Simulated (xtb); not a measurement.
C₃H₈BNO, SMILES C[C@H]1COB1N. All values are semi-empirical tight-binding results from xtb (GFN2-xTB unless named), good for trends rather than for accurate numbers. Geometry optimised at GFN2-xTB. The structure was generated by enumeration; whether it is a known compound was not checked. One conformer was computed; it need not be the lowest.

Optimised geometry:

```xyz
14

C     -1.5507    -1.1631     0.6462
C     -0.6638    -0.4923    -0.3947
C     -0.8619     1.0313    -0.5490
O      0.4930     1.3521    -0.2202
B      0.8066     0.0162    -0.0218
N      2.0281    -0.5114     0.3715
H     -1.2478    -2.1990     0.7848
H     -1.4692    -0.6531     1.6037
H     -2.5947    -1.1489     0.3353
H     -0.7747    -1.0087    -1.3503
H     -1.1071     1.3796    -1.5552
H     -1.5477     1.4781     0.1747
H      2.8277     0.0694     0.5533
H      2.1977    -1.4906     0.5083
```

orbital gap: 6.49 eV
dipole moment: 1.85 D
zero-point energy: 72.7 kcal/mol
G − E(el) at 298.15 K (modified RRHO): 53.8 kcal/mol
static polarisability (D4 model): 59.3 bohr³
solvation energy, GFN2-xTB/ALPB(water): -4.1 kcal/mol
solvation energy, GFN2-xTB/ALPB(octanol): -5.9 kcal/mol

Task: Give the IR lines (harmonic; lines under 4 % of the strongest left out, lines within 3 cm⁻¹ merged). (Estimate from the structure and the level; the computed values follow.)

Result: ν (cm⁻¹): 453 (m), 504 (m), 553 (m), 833 (w), 1041 (m), 1111 (m), 1121 (m), 1131 (w), 1165 (w), 1261 (w), 1312 (w), 1425 (s), 1527 (vs), 2934 (w), 2953 (m), 2961 (m), 3005 (m), 3026 (m), 3032 (w) (against the strongest line: vs over 80 %, s over 45 %, m over 15 %, w over 4 %, vw less)

Computed atomic charges and the Wiberg bond orders between heavy atoms:
charges (e) C1 -0.10, C2 -0.12, C3 0.07, O4 -0.38, B5 0.37, N6 -0.35, H7 0.03, H8 0.03, H9 0.03, H10 0.02, H11 0.02, H12 0.03, H13 0.17, H14 0.17. Bond orders C1–C2 1.01, C2–C3 0.98, C3–O4 0.97, C2–B5 0.94, O4–B5 1.11, B5–N6 1.31.
